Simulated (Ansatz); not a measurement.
Geometry optimisation, RKS PBE0/6-31G* in Ansatz.

The input (input.yaml):

```yaml
crystal:
  periodic: [false, false, false]
  atoms:
    - { symbol: B, position_ang: [0.029453, 0.56199, -0.209241] }
    - { symbol: "N", position_ang: [-0.247448, -0.450629, 2.333091] }
    - { symbol: H, position_ang: [-0.997719, -0.780744, 2.937336] }
    - { symbol: H, position_ang: [0.611927, -0.516547, 2.873274] }
    - { symbol: H, position_ang: [1.130579, 0.095563, -0.271206] }
    - { symbol: H, position_ang: [-0.946926, 0.047697, -0.66896] }
    - { symbol: "N", position_ang: [-0.108264, 1.909696, 0.364552] }
    - { symbol: H, position_ang: [-1.01285, 2.35924, 0.325227] }
    - { symbol: C, position_ang: [0.96103, 2.745207, 0.857984] }
    - { symbol: H, position_ang: [1.890558, 2.17002, 0.848571] }
    - { symbol: H, position_ang: [1.108934, 3.640377, 0.238474] }
    - { symbol: H, position_ang: [0.782699, 3.080824, 1.889305] }
    - { symbol: H, position_ang: [-0.406673, 0.557909, 2.158291] }
basis:
  gaussian: { orbitals: "6-31G*" }
hamiltonian:
  xc: pbe0
relax:
  f_tol: 0.03
  max_steps: 50
```

Run as:

```bash
$ ansatz run input.yaml --threads 1 --pin off --max-ram 2048MiB --backend cpu --events-out ev --progress --plain --runs-dir out
```

Q: Where does it end, and by what steps?

A: The forces met the threshold. After 23 steps the energy has fallen by 0.379 eV; H3 moved furthest, 1.38 Å. Joined: B1–N2 (2.75 → 1.70 Å).

```csv
step,energy less start (eV),largest force component (eV/Å),accepted
0,0.0000,2.161,yes
1,-0.1031,1.124,yes
2,-0.1136,0.720,yes
3,-0.1300,0.443,yes
4,-0.1350,0.250,yes
5,-0.1502,0.287,yes
6,-0.1620,0.763,yes
7,-0.1898,0.659,yes
8,-0.2248,0.391,yes
9,-0.2724,0.436,yes
10,-0.2081,2.206,no
11,-0.2947,0.142,yes
12,-0.3120,0.163,yes
13,-0.3231,0.547,yes
14,-0.3260,0.282,yes
15,-0.3474,0.422,yes
16,-0.3596,0.287,yes
17,-0.3636,0.274,yes
18,-0.3739,0.160,yes
19,-0.3720,0.215,no
20,-0.3780,0.043,yes
21,-0.3786,0.073,yes
22,-0.3788,0.058,yes
23,-0.3790,0.017,yes
```

```xyz
13
Properties=species:S:1:pos:R:3
B -0.144 0.545 0.497
N -0.240 -0.286 1.977
H -0.293 -1.298 1.870
H 0.569 -0.062 2.553
H 0.895 0.114 0.024
H -1.147 0.167 -0.081
N -0.150 1.988 0.864
H -0.938 2.500 0.491
C 1.063 2.768 0.761
H 1.893 2.223 1.227
H 1.379 2.992 -0.274
H 0.973 3.728 1.291
H -1.064 0.041 2.477
```

Whether the end is a true minimum wasn't checked by a vibrational analysis.

Time of the run: 85 s on 1 thread of Arm Neoverse V2 (shared host), peak memory 0.15 GiB.
